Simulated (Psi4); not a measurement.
H$_{4}$O$_{4}$Ti, triplet, at the geometry of the source list (the multiplicity is a formal guess), atoms displaced at random by about 0.08 Å a coordinate; PBE0/STO-3G, gradient (Psi4).

Psi4 was given this input:
```
memory 2 GB

molecule mol {
0 3
  Ti   -0.033733   -0.068964   -0.186799
  O     1.247517   -0.355131   -0.966425
  H     2.218242   -0.326038   -1.075093
  O     0.592483    0.070281    1.508593
  H     0.460435    0.773533    1.992892
  O    -0.603911    1.500426   -0.560550
  H    -1.462224    1.539456   -1.378616
  O    -1.138146   -1.286095   -0.235014
  H    -1.471224   -1.947022    0.533657
symmetry c1
no_reorient
no_com
}

set basis sto-3g
set reference uks

gradient('pbe0')
print_variables()
```

Write the output that Psi4 gives for this input, abridged.


```
gradient() will perform analytic gradient computation.

   => Loading Basis Set <=

    Name: STO-3G
    Role: ORBITAL
    Keyword: BASIS

         ---------------------------------------------------------
                                   SCF
               by Justin Turney, Rob Parrish, Andy Simmonett
                          and Daniel G. A. Smith
                              UKS Reference
         ---------------------------------------------------------

  ==> Geometry <==

    Molecular point group: c1
    Full point group: C1

    Geometry (in Angstrom), charge = 0, multiplicity = 3:

       Center              X                  Y                   Z               Mass
    ------------   -----------------  -----------------  -----------------  -----------------
         TI          -0.033733000000    -0.068964000000    -0.186799000000    47.947941980000
         O            1.247517000000    -0.355131000000    -0.966425000000    15.994914619570
         H            2.218242000000    -0.326038000000    -1.075093000000     1.007825032230
         O            0.592483000000     0.070281000000     1.508593000000    15.994914619570
         H            0.460435000000     0.773533000000     1.992892000000     1.007825032230
         O           -0.603911000000     1.500426000000    -0.560550000000    15.994914619570
         H           -1.462224000000     1.539456000000    -1.378616000000     1.007825032230
         O           -1.138146000000    -1.286095000000    -0.235014000000    15.994914619570
         H           -1.471224000000    -1.947022000000     0.533657000000     1.007825032230

  Running in c1 symmetry.

  Rotational constants: A =      0.12807  B =      0.12620  C =      0.11703 [cm^-1]
  Rotational constants: A =   3839.29311  B =   3783.36095  C =   3508.60687 [MHz]
  Nuclear repulsion =  350.050694674559793

  Charge       = 0
  Multiplicity = 3
  Electrons    = 58
  Nalpha       = 30
  Nbeta        = 28

  ==> Algorithm <==

  SCF Algorithm Type is DF.
  DIIS enabled.
  MOM disabled.
  Fractional occupation disabled.
  Guess Type is SAD.
  Energy threshold   = 1.00e-08
  Density threshold  = 1.00e-08
  Integral threshold = 1.00e-12

  ==> Primary Basis <==

  Basis Set: STO-3G
    Blend: STO-3G
    Number of shells: 24
    Number of basis functions: 42
    Number of Cartesian functions: 43
    Spherical Harmonics?: true
    Max angular momentum: 2

  ==> DFT Potential <==

   => LibXC <=

    Version 7.1.2
    S. Lehtola, C. Steigemann, M. J. T. Oliveira, and M. A. L. Marques,  SoftwareX 7, 1–5 (2018) (10.1016/j.softx.2017.11.002)

   => Composite Functional: PBE0 <=

    PBE0 Hyb-GGA Exchange-Correlation Functional

    C. Adamo and V. Barone,  J. Chem. Phys. 110, 6158 (1999) (10.1063/1.478522)
    M. Ernzerhof and G. E. Scuseria,  J. Chem. Phys. 110, 5029 (1999) (10.1063/1.478401)

    Deriv               =              1
    GGA                 =           TRUE
    Meta                =          FALSE

    Exchange Hybrid     =           TRUE
    MP2 Hybrid          =          FALSE

   => Exchange Functionals <=

    0.7500   Perdew, Burke & Ernzerhof

   => Exact (HF) Exchange <=

    0.2500               HF

   => Correlation Functionals <=

    1.0000   Perdew, Burke & Ernzerhof

   => LibXC Density Thresholds  <==

    XC_HYB_GGA_XC_PBEH:  1.00E-15

   => Molecular Quadrature <=

    Radial Scheme          =       TREUTLER
    Pruning Scheme         =           NONE
    Nuclear Scheme         =       TREUTLER

    Blocking Scheme        =         OCTREE
    BS radius alpha        =              1
    Pruning alpha          =              1
    Radial Points          =             75
    Spherical Points       =            302
    Total Points           =         192926
    Total Blocks           =           1495
    Max Points             =            256
    Max Functions          =             39
    Weights Tolerance      =       1.00E-15

   => Loading Basis Set <=

    Name: (STO-3G AUX)
    Role: JKFIT
    Keyword: DF_BASIS_SCF

  ==> Integral Setup <==

  SCF_SUBTYPE=INCORE selected. In-core MEM_DF algorithm will be used.
  Using in-core AOs.

  ==> MemDFJK: Density-Fitted J/K Matrices <==

    J tasked:                   Yes
    K tasked:                   Yes
    wK tasked:                   No
    Algorithm:                 Core
    Schwarz Cutoff:           1E-12
    Mask sparsity (%):       2.2676
    Fitting Condition:        1E-10

   => Auxiliary Basis Set <=

  Basis Set: (STO-3G AUX)
    Blend: DEF2-UNIVERSAL-JKFIT
    Number of shells: 182
    Number of basis functions: 644
    Number of Cartesian functions: 829
    Spherical Harmonics?: true
    Max angular momentum: 6

  Minimum eigenvalue in the overlap matrix is 1.8933996098E-01.
  Reciprocal condition number of the overlap matrix is 8.6269274328E-02.
    Using symmetric orthogonalization.

  ==> Pre-Iterations <==

  SCF Guess: Superposition of Atomic Densities via on-the-fly atomic UHF (no occupation information).

   -------------------------
    Irrep   Nso     Nmo
   -------------------------
     A         42      42
   -------------------------
    Total      42      42
   -------------------------

  ==> Iterations <==

                           Total Energy        Delta E     RMS |[F,P]|

   @DF-UKS iter SAD: -1137.54343808049998   -1.13754e+03   0.00000e+00
   @DF-UKS iter   1: -1139.21534727128051   -1.67191e+00   6.87129e-03 ADIIS/DIIS
   @DF-UKS iter   2: -1139.10774960878825    1.07598e-01   1.26090e-02 ADIIS/DIIS
   @DF-UKS iter   3: -1139.24636854173059   -1.38619e-01   5.29364e-03 ADIIS/DIIS
   @DF-UKS iter   4: -1139.28014840600918   -3.37799e-02   1.26717e-03 ADIIS/DIIS
   @DF-UKS iter   5: -1139.28248544691064   -2.33704e-03   9.22500e-04 ADIIS/DIIS
   @DF-UKS iter   6: -1139.28416212625848   -1.67668e-03   4.88264e-04 ADIIS/DIIS
   @DF-UKS iter   7: -1139.28473926489050   -5.77139e-04   3.06010e-04 ADIIS/DIIS
[...]
  @DF-UKS Final Energy: -1139.28519233437009
[...]
    Total Energy =                      -1139.2851923343700946

  UHF NO Occupations:
  HONO-2 :   28  A 1.9986010
  HONO-1 :   29  A 1.0000000
  HONO-0 :   30  A 1.0000000
  LUNO+0 :   31  A 0.0013990
  LUNO+1 :   32  A 0.0007971
  LUNO+2 :   33  A 0.0003804
  LUNO+3 :   34  A 0.0000996

Computation Completed

Properties will be evaluated at   0.000000,   0.000000,   0.000000 [a0]

Properties computed using the SCF density matrix

 Multipole Moments:

 ------------------------------------------------------------------------------------
     Multipole            Electronic (a.u.)      Nuclear  (a.u.)        Total (a.u.)
 ------------------------------------------------------------------------------------

 L = 1.  Multiply by 2.5417464519 to convert [e a0] to [Debye]
 Dipole X            :          0.9741464           -0.4031787            0.5709676
 Dipole Y            :          3.5286008           -3.8577455           -0.3291447
 Dipole Z            :         11.6412598          -11.4591216            0.1821382
 Magnitude           :                                                    0.6837504

 ------------------------------------------------------------------------------------

         ------------------------------------------------------------
                                   SCF GRAD
                          Rob Parrish, Justin Turney,
                       Andy Simmonett, and Alex Sokolov
         ------------------------------------------------------------

  ==> Geometry <==

    Molecular point group: c1
    Full point group: C1

    Geometry (in Angstrom), charge = 0, multiplicity = 3:

       Center              X                  Y                   Z               Mass
    ------------   -----------------  -----------------  -----------------  -----------------
         TI          -0.033733000000    -0.068964000000    -0.186799000000    47.947941980000
         O            1.247517000000    -0.355131000000    -0.966425000000    15.994914619570
         H            2.218242000000    -0.326038000000    -1.075093000000     1.007825032230
         O            0.592483000000     0.070281000000     1.508593000000    15.994914619570
         H            0.460435000000     0.773533000000     1.992892000000     1.007825032230
         O           -0.603911000000     1.500426000000    -0.560550000000    15.994914619570
         H           -1.462224000000     1.539456000000    -1.378616000000     1.007825032230
         O           -1.138146000000    -1.286095000000    -0.235014000000    15.994914619570
         H           -1.471224000000    -1.947022000000     0.533657000000     1.007825032230

  Nuclear repulsion =  350.050694674559793

  ==> Basis Set <==

  Basis Set: STO-3G
    Blend: STO-3G
    Number of shells: 24
    Number of basis functions: 42
    Number of Cartesian functions: 43
    Spherical Harmonics?: true
    Max angular momentum: 2

  ==> DFJKGrad: Density-Fitted SCF Gradients <==

    Gradient:                    1
    J tasked:                  Yes
    K tasked:                  Yes
    wK tasked:                  No
    Integrals threads:           1
    Schwarz Cutoff:          1E-12
    Fitting Condition:       1E-10

   => Auxiliary Basis Set <=

  Basis Set: (STO-3G AUX)
    Blend: DEF2-UNIVERSAL-JKFIT
    Number of shells: 182
    Number of basis functions: 644
    Number of Cartesian functions: 829
    Spherical Harmonics?: true
    Max angular momentum: 6

  ==> DFT Potential <==

   => LibXC <=

    Version 7.1.2
    S. Lehtola, C. Steigemann, M. J. T. Oliveira, and M. A. L. Marques,  SoftwareX 7, 1–5 (2018) (10.1016/j.softx.2017.11.002)

   => Composite Functional: PBE0 <=

    PBE0 Hyb-GGA Exchange-Correlation Functional

    C. Adamo and V. Barone,  J. Chem. Phys. 110, 6158 (1999) (10.1063/1.478522)
    M. Ernzerhof and G. E. Scuseria,  J. Chem. Phys. 110, 5029 (1999) (10.1063/1.478401)

    Deriv               =              1
    GGA                 =           TRUE
    Meta                =          FALSE

    Exchange Hybrid     =           TRUE
    MP2 Hybrid          =          FALSE

   => Exchange Functionals <=

    0.7500   Perdew, Burke & Ernzerhof

   => Exact (HF) Exchange <=

    0.2500               HF

   => Correlation Functionals <=

    1.0000   Perdew, Burke & Ernzerhof

   => LibXC Density Thresholds  <==

    XC_HYB_GGA_XC_PBEH:  1.00E-15

   => Molecular Quadrature <=

    Radial Scheme          =       TREUTLER
    Pruning Scheme         =           NONE
    Nuclear Scheme         =       TREUTLER

    Blocking Scheme        =         OCTREE
    BS radius alpha        =              1
    Pruning alpha          =              1
    Radial Points          =             75
    Spherical Points       =            302
    Total Points           =         192926
    Total Blocks           =           1495
    Max Points             =            256
    Max Functions          =             39
    Weights Tolerance      =       1.00E-15

  -Total Gradient:
     Atom            X                  Y                   Z
    ------   -----------------  -----------------  -----------------
       1        0.100584492463    -0.062321957283    -0.222021025083
       2       -0.247850862143     0.049929308483     0.162489473842
       3       -0.024461242358     0.007269310445     0.013452001323
       4       -0.025426080321     0.196756325804     0.129489573146
       5        0.032243971802    -0.186474078180    -0.126123805087
       6       -0.036450332557    -0.101566806347    -0.057974183424
       7        0.097587356401    -0.014761790003     0.103391342088
       8        0.110484221646     0.140929932789    -0.050246698481
       9       -0.006625234195    -0.030060116093     0.047737063246

  Variable Map:
  ----------------------------------------------------------------------------
[...]
  Array Variable Map:
  ----------------------------------------------------------------------------
[...]
[...]
```
